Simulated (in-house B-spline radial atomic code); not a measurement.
Ionisation energies along the 58-electron series, configuration 1s2 2s2 2p6 3s2 3p6 3d10 4s2 4p6 4d10 4f5/2(6) 4f7/2(5) 5s1, as differences of self-consistent energies. Dirac energy differences include first-order Breit, QED and recoil terms. NIST's values go from ground level to ground level; the uncertainty of those that are theory runs from under 0.1 % in few-electron ions to several per cent in heavy many-electron ones. Computed with a radial B-spline atomic code at the basis-set limit: Dirac-Hartree-Fock, jj configuration that fills j = l - 1/2 first, finite nuclei.

A number in brackets counts the electrons of a j subshell.

```json
{"ion": "Hf14+", "configuration after": "[Kr] 4d10 4f5/2(6) 4f7/2(5)", "ionisation energy (eV)": "319.6", "IE/(q+1)² (eV)": "1.4204", "-ε less Coulomb ΔSCF (eV)": "-", "Breit and QED recoil part (eV)": "-0.45071", "tabulated value (eV)": "334", "computed minus tabulated (eV)": "-14.4"}
{"ion": "Ta15+", "configuration after": "[Kr] 4d10 4f5/2(6) 4f7/2(5)", "ionisation energy (eV)": "351.6", "IE/(q+1)² (eV)": "1.3735", "-ε less Coulomb ΔSCF (eV)": "0.39627", "Breit and QED recoil part (eV)": "-0.49602", "tabulated value (eV)": "363", "computed minus tabulated (eV)": "-11.4"}
{"ion": "W16+", "configuration after": "[Kr] 4d10 4f5/2(6) 4f7/2(5)", "ionisation energy (eV)": "385.0", "IE/(q+1)² (eV)": "1.3321", "-ε less Coulomb ΔSCF (eV)": "0.3877", "Breit and QED recoil part (eV)": "-0.54456", "tabulated value (eV)": "387.9", "computed minus tabulated (eV)": "-2.9"}
```
